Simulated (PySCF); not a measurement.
C3H8AlCl, SMILES [CH2](CC)[AlH][Cl].

Geometry optimised at PBE-D3(BJ)/def2-SVP. The values are those of a single conformer.

Level of theory: PBE-D3(BJ)/def2-SVP run with PySCF 2.14.0.

Frequencies are harmonic and unscaled.

Computed harmonic wavenumbers and intensities:
```csv
mode,ν (cm⁻¹),IR (km/mol),moving atoms (share of kinetic energy)
1,12,0.3,"H 41 %, C 26 %, Al 20 %, Cl 13 %"
2,81,1.7,"C 33 %, Al 26 %, Cl 25 %, H 16 %"
3,84,0.9,"C 59 %, H 38 %"
4,211,4.3,"C 51 %, Cl 27 %, H 14 %, Al 8 %"
5,254,0.0,H 94 %
6,317,4.9,"C 49 %, H 28 %, Al 21 %"
7,378,45.0,"H 85 %, Al 12 %"
8,511,41.6,"Al 45 %, Cl 37 %, H 12 %"
9,606,68.9,"H 75 %, C 18 %"
10,651,9.9,"C 46 %, H 36 %, Al 18 %"
11,654,255.3,"H 73 %, Al 23 %"
12,751,1.3,"H 87 %, C 13 %"
13,882,1.9,"H 54 %, C 46 %"
14,945,9.9,"H 91 %, C 8 %"
15,1017,15.0,"C 56 %, H 44 %"
16,1057,25.9,"C 62 %, H 38 %"
17,1134,3.7,"H 59 %, C 41 %"
18,1176,0.9,"H 65 %, C 35 %"
19,1274,0.0,"H 91 %, C 9 %"
20,1300,18.5,"H 71 %, C 29 %"
21,1344,3.4,"H 77 %, C 23 %"
22,1369,1.9,"H 88 %, C 12 %"
23,1411,0.7,H 95 %
24,1417,8.2,H 97 %
25,1426,3.4,H 93 %
26,1890,170.2,H 96 %
27,2939,4.9,H 95 %
28,2955,30.8,H 94 %
29,2961,29.4,H 97 %
30,2978,0.0,"H 91 %, C 9 %"
31,2998,20.8,"H 91 %, C 9 %"
32,3049,29.8,"H 91 %, C 9 %"
33,3053,27.3,"H 91 %, C 9 %"
```
